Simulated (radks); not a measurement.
Pr, configuration [Xe] 4f3 6s2.

Method: Dirac Kohn-Sham, B86b exchange with PBE correlation, spin-unpolarised, spherical densities, finite nucleus; open shells are shared between the two j in proportion to 2j + 1; Fermi nuclear charge, rms radius 4.8919 fm; computed with a radial shooting solver on a logarithmic mesh with Libxc functionals.

Energy parts (hartree):
total: -9243.0316
kinetic: 9940.9239
electron-nucleus: -22552.3169
Hartree: 3585.9202
exchange-correlation: -217.5588

Orbitals (lengths in bohr, moments of r in powers of bohr):
orbital,occ.,eigenvalue (hartree),<r^4>,<r^2>
1s1/2,2,-1535.343,1.645e-06,0.0007895
2s1/2,2,-246.8948,0.0002690,0.01247
2p1/2,2,-233.3486,0.0001687,0.009130
2p3/2,4,-215.6234,0.0002121,0.01039
3s1/2,2,-53.26782,0.01086,0.08464
3p1/2,2,-47.50455,0.01007,0.07960
3p3/2,4,-43.99274,0.01196,0.08704
3d3/2,4,-33.93495,0.009066,0.07093
3d5/2,6,-33.17813,0.009566,0.07304
4s1/2,2,-10.58942,0.2785,0.4373
4p1/2,2,-8.43239,0.3260,0.4664
4p3/2,4,-7.67688,0.3862,0.5076
4d3/2,4,-4.13546,0.5979,0.6044
4d5/2,6,-4.00291,0.6319,0.6212
5s1/2,2,-1.43239,9.732,2.560
5p1/2,2,-0.86045,17.08,3.308
5p3/2,4,-0.75829,21.16,3.670
6s1/2,2,-0.12791,816.6,22.85
4f5/2,1.28571,-0.05353,21.21,2.094
4f7/2,1.71429,-0.04104,26.59,2.242

The highest occupied level is 4f7/2 at -1.117 eV. The density falls to 0.001 e/bohr^3 at r = 5.40 bohr. For comparison, the ionisation energy in NIST's Atomic Spectra Database is 5.470 eV (semi-empirical). In exact Kohn-Sham theory the highest level is minus the ionisation energy, but local and semilocal functionals leave it too shallow, through self-interaction and a potential that decays too fast; potentials with the right tail come closer. Summed over all electrons, <r^2> = 90.12 bohr^2, which gives a Langevin (diamagnetic) susceptibility term of -71.4 x 10^-6 cm^3/mol.

Beside tabulated values, note that spin-unpolarised runs miss the spin-polarisation part of the exchange energy of open shells.
